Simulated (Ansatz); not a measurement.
A single point on `CN(C)N[SiH3]`.

```yaml
crystal:
  periodic: [false, false, false]
  atoms:
    - {symbol: C, position_ang: [-1.313261, -0.791175, 0.531274]}
    - {symbol: N, position_ang: [-0.014240, -0.522676, -0.042862]}
    - {symbol: C, position_ang: [0.999675, -1.429517, 0.445812]}
    - {symbol: N, position_ang: [0.372964, 0.809641, 0.156958]}
    - {symbol: Si, position_ang: [0.218921, 1.857045, -1.196031]}
    - {symbol: H, position_ang: [-1.319744, -0.657252, 1.628271]}
    - {symbol: H, position_ang: [-2.050663, -0.115623, 0.096038]}
    - {symbol: H, position_ang: [-1.608524, -1.819075, 0.310560]}
    - {symbol: H, position_ang: [1.143190, -1.346538, 1.537688]}
    - {symbol: H, position_ang: [1.946871, -1.207492, -0.044846]}
    - {symbol: H, position_ang: [0.712530, -2.457475, 0.214289]}
    - {symbol: H, position_ang: [0.351941, 1.126077, 1.122042]}
    - {symbol: H, position_ang: [0.594100, 3.212889, -0.711772]}
    - {symbol: H, position_ang: [1.128922, 1.431504, -2.290176]}
    - {symbol: H, position_ang: [-1.162693, 1.909687, -1.757245]}
basis:
  gaussian: {orbitals: def2-QZVPP}
correlation: {method: mp2}
```

```sh
$ ansatz run in.yaml --threads 4 --pin off --events-out ev --progress --plain --max-ram 10444MiB
```

Output, abridged:

```
Functional definition: HF
3537 factors; integrals over basis functions are off by at most 8.2e-4 eV
mean field evaluation 1: about -13042.4462 eV, gradient 3.9e1 eV
mean field evaluation 2: about -13042.6220 eV, gradient 3.9e1 eV
mean field evaluation 4: about -13046.7344 eV, gradient 5.4e0 eV
mean field evaluation 8: about -13046.8188 eV, gradient 2.8e-1 eV
mean field -13046.81916817 eV, -479.4617609785 hartree, gradient 2.0e-6 eV, S^2 0.000000; 0 other end points of the search recorded, 0 dependent functions left out
9 core orbitals not correlated: weight in the atoms' cores, before any rotation towards them, 1.000 or more for the frozen orbitals, at most 0.000 for the correlated occupied ones
reference -13046.81916817 eV, -479.4617609785 hartree; 16, 16 occupied and 573, 573 virtual orbitals, 3537 factors
second order -26.34379588 eV of doubles, -0.00000000 eV of singles
Total energy: -13073.16296405 eV, -480.4298776205 hartree
```

Hardware: 4 threads of an Arm Neoverse V1 on a shared host. Wall time 39 s, peak host memory 5.2 GiB.
